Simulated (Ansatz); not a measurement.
Z-matrix (Å, degrees):
```
C
Si 1 1.873
H 1 1.092 2 110.6
H 1 1.092 2 110.8 3 119.7
H 1 1.093 2 110.9 3 -119.8
Al 2 2.320 1 123.3 3 -103.3
C 2 1.891 1 112.9 3 -166.9
H 2 1.499 1 110.4 3 65.3
S 6 2.351 2 79.2 1 -140.3
H 6 1.578 2 162.4 1 23.8
H 7 1.086 2 127.5 1 -35.6
H 9 1.360 6 110.4 2 -48.8
```

The species carries charge 0 and has multiplicity 1. The bonds changed during the relaxation, so this is another structure than the one it started from.

Task: List the PBE/def2-TZVPP orbital energies in eV (Ansatz). (Estimate.)

Result: The calculation gave: Occupied: -2396.87, -1779.20, -1506.37, -269.19, -268.63, -209.75, -155.91, -155.79, -155.70, -136.93, -106.64, -93.68, -93.65, -93.64, -68.68, -68.59, -68.50, -20.08, -17.29, -15.36, -12.35, -11.56, -10.18, -9.90, -9.62, -9.24, -8.21, -7.66, -6.97, -5.93, -5.13. Lowest empty: -1.30, -1.16, -0.80, -0.18, 0.18, 0.59, 1.19, 1.33.
